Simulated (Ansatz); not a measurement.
`[CH3][GeH2][GeH3]` + H₂Se → `[GeH3][SeH]` + `[CH3][GeH3]` at 700 K and 1 bar (cleavage of the Ge–Ge bond).

Isolated molecules relaxed with PBE0-D4/def2-TZVP in Ansatz; ΔE leaves out vibrations. CBS: MP2 limit from def2 TZ/QZ plus the TZ coupled-cluster correction, frozen cores. For Ge, Se outer-core shells are correlated without core-valence functions, which leaves a few kJ/mol of doubt a bond. Scalar relativity is left out up to krypton.

| species | CCSD(T)/CBS energy (Eh) | H − E (kJ/mol) | S (J/(mol·K)) |
| --- | --- | --- | --- |
| `[CH3][GeH2][GeH3]` | -4195.09161 | 278.6 | 476.7 |
| H₂Se | -2401.89790 | 61.1 | 251.1 |
| `[GeH3][SeH]` | -4479.23116 | 131.0 | 372.1 |
| `[CH3][GeH3]` | -2117.76728 | 208.6 | 348.2 |

H − E and S are ideal-gas, rigid-rotor, harmonic terms from PBE0-D4/def2-TZVP. 1 Eh = 2625.50 kJ/mol, R = 8.31446 J/(mol·K).

Problem. By hand: ΔE, ΔH, ΔS and ΔG.

Solution. ΔE = (-4479.23116) + (-2117.76728) − (-4195.09161) − (-2401.89790) = -0.00893 Eh = -23.4 kJ/mol. Δ(H − E) = 131.0 + 208.6 − 278.6 − 61.1 = -0.1, so ΔH = -23.5 kJ/mol. ΔS = 372.1 + 348.2 − 476.7 − 251.1 = -7.5 J/(mol·K). ΔG = -23.5 − 700 × (-7.5)/1000 = -18.2 kJ/mol.

Problem. By hand: the equilibrium constant, and the temperature at which ΔG would vanish if ΔH and ΔS stayed fixed.

Solution. log₁₀ K = −ΔG/(RT ln 10) = 1.4. ΔG = 0 at ΔH/ΔS = 3133 K, far beyond where these terms or the molecules hold.

The number of gas molecules stays the same, so ΔS is small and ΔH decides. A doubt of 5 kJ/mol in ΔE shifts log₁₀ K by 0.4 here. These are equilibria of isolated gas molecules and say nothing of rates. Largest T1 diagnostic: 0.011 (customary marks: 0.02 for closed shells, 0.045 for open ones).
